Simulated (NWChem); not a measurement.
System: SiNH4OBr; SMILES N[SiH](O)Br

Here is an NWChem input.

```
start job
memory heap 200 mb stack 900 mb global 1100 mb
geometry units angstroms noautoz
  Si    -0.044854    -1.026930    -0.390548
  N      1.314945    -1.742614     0.334939
  O     -1.382053    -1.550152     0.427089
  Br    -0.133129     1.229316    -0.289988
  H     -0.020936    -1.345873    -1.837831
  H      2.189795    -1.823437    -0.168915
  H      1.447801    -1.726187     1.339681
  H     -2.094662    -0.908710     0.508565
end
basis spherical
  * library 6-31g*
end
dft
  xc b3lyp
  iterations 150
  mulliken
end
task dft energy
```

Structure relaxed at the PBE0/def2-SVP level.

**Question.** Give the results of this calculation. (B3LYP/6-31G* (spherical d).) Quantities: energy (Ha); highest occupied level (eV); orbital gap (eV); dipole (D).

**Answer.** 
```yaml
energy (Ha): -2995.86
highest occupied level (eV): -7.40
orbital gap (eV): 8.27
dipole (D): 1.32
```
